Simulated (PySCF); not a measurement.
C3H3ClF4. Atoms are numbered in the order given.

```xyz
11

F     -0.4210    -0.1867    -1.7647
C     -0.2768    -0.7735    -0.5350
C     -1.4647    -0.4761     0.3513
Cl    -1.7104     1.2698     0.6480
C      1.0822    -0.3512     0.0213
F      1.2048    -0.7914     1.2873
F      1.2604     0.9658     0.0088
F      2.0631    -0.9069    -0.7044
H     -0.2232    -1.8721    -0.6642
H     -1.3401    -0.9786     1.3208
H     -2.3706    -0.8576    -0.1404
```

Geometry optimised at r2SCAN-D4/def2-SVP. The structure was generated by enumeration; whether it is a known compound was not checked. The values are those of a single conformer.

Level of theory: PBE0/def2-TZVP in PySCF.

Computed frontier levels, gap, dipole moment:
| Quantity | Value |
|---|---|
| highest occupied level | -8.86 eV |
| lowest empty level | 0.33 eV |
| orbital gap | 9.19 eV |
| dipole moment | 2.99 D |
| quadrupole, principal values (traceless, Buckingham form, about the centre of nuclear charge) | -4.35, -3.29, 7.64 D·Å |
